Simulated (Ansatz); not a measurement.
**Worked example: the step energy**

An elementary step of BSiH5SF2, closed shell (BHSF₂ ([F][B]([F])[SH]) + SiH₄ → BSiH₃F₂ ([F][B]([F])[SiH3]) + H₂S; B–S, H–Si broken or loosened, B–Si, S–H formed or tightened). “Start” and “end” are the PBE0-D4/def2-TZVP structures reached by relaxing down either side of its saddle point, with the molecules still in contact.

Program: Ansatz 0.2.0. Basis: def2-TZVPP and def2-QZVPP. Cores are frozen in the correlated methods.

Energies in eV:

| quantity | end | start |
| --- | --- | --- |
| Hartree–Fock, triple zeta (X = 3) | -24848.63804 | -24849.54356 |
| Hartree–Fock, quadruple zeta (X = 4) | -24849.46417 | -24850.37192 |
| MP2 correlation, X = 3 | -24.85997 | -24.79894 |
| MP2 correlation, X = 4 | -27.05485 | -26.98450 |
| CCSD(T) correlation, X = 3 | -27.12653 | -27.00287 |

Question: Work out the step energy at the basis limit: extrapolate Hartree–Fock as E(X) = E∞ + A exp(−7.88 √X) and the MP2 correlation as E(X) = E∞ + B X^−2.97 (the exponents that Neese and Valeev fitted for def2-TZVPP and QZVPP), then add CCSD(T) − MP2 in triple zeta.

Answer: Each step is linear, so take the differences first (end − start): Hartree–Fock 0.90552 (X = 3) and 0.90775 (X = 4); MP2 correlation -0.06103 and -0.07035; CCSD(T) correlation -0.12366.
Two points give E∞ = E(4) + w [E(4) − E(3)], with w = 1/(exp(7.88 (2 − √3)) − 1) = 0.1377 for Hartree–Fock and w = 1/((4/3)^2.97 − 1) = 0.7407 for the correlation.
Hartree–Fock: 0.90775 + 0.1377 × 0.00223 = 0.9081 eV.
MP2 correlation: -0.07035 + 0.7407 × (-0.00932) = -0.0773 eV.
CCSD(T) − MP2: -0.12366 − (-0.06103) = -0.0626 eV.
Sum: 0.9081 + (-0.0773) + (-0.0626) = 0.7682 eV, or 17.72 kcal/mol. Plain CCSD(T) in triple zeta gives 0.7819 eV, so the larger basis shifts the result by -0.0137 eV.

The T1 diagnostic stays at or below 0.014.

Labels in which every atom is bracketed show which atoms are joined, not bond orders.

For scale, one of the runs: CCSD(T)/def2-TZVPP, 247 basis functions, launched by `ansatz run in.yaml --threads 4 --pin off --events-out ev --progress --plain --max-ram 9574MiB`. Hardware: 4 CPU threads of an Arm Neoverse V2, shared host. Wall time 2.6 min; peak host memory 5 GiB.
